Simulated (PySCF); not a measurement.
Ca⁺: excitation energy

Ca⁺ [Ar] 4s1 (2S) → Ca⁺ [Ar] 4p1 (2P), as a difference of total energies. All numbers are calculated (PySCF 2.14, scalar relativity by spin-free X2C-1e, in x2c-TZVPPall). Correlated levels: valence and next inner shell: [Ne] frozen. The calculations carry no spin-orbit coupling.

| method | excitation energy (eV) |
| --- | --- |
| UHF | 2.942 |
| PBE | 2.810 |
| PBE0 | 2.847 |
| r2SCAN | 2.765 |
| wB97M-V | 3.066 |
| LC-wPBE | 2.930 |
| MP2 (valence and next inner shell) | 3.134 |
| SCS-MP2 (valence and next inner shell) | 3.092 |

Estimate what M06 gives.

2.726 eV, closest to r2SCAN among the rows shown.

Estimate what LDA gives.

2.979 eV, closest to UHF among the rows shown.

Errors of the correlated levels include the incompleteness of this basis and the frozen core.

The basis was made for the ground configuration and has no added diffuse functions, so the excitation energy can come out too high.

For comparison: 3.142 eV (measured; NIST levels, between the centres of gravity of the two terms).
